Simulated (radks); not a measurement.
Results of a calculation; reference values are marked as such.
Task: Species: Co3+. Configuration: [Ar] 3d4 4p2 (not the ground configuration). Code: a radial shooting solver on a logarithmic mesh with Libxc functionals. Model: Dirac Kohn-Sham, PBE, spin-unpolarised, spherical densities, finite nucleus; open shells fill j = l - 1/2 first; Fermi nuclear charge, rms radius 3.7875 fm.

Spin-orbit splittings of the eigenvalues, e(l+1/2) - e(l-1/2), with zeta = 2 splitting/(2l+1) and mean radii in bohr:

shell  occ.  splitting (eV)  zeta (eV)  <r> j=l-1/2  <r> j=l+1/2
2p        6           14.80      9.868       0.2229       0.2260
3p        6               ?          ?       0.7751       0.7832
3d        4          0.2629     0.1052       0.8447       0.8475
4p        2          0.2590     0.1727        2.273        2.290

Estimate the 3p splitting.

Result: 2.017 eV (zeta = 1.345 eV).
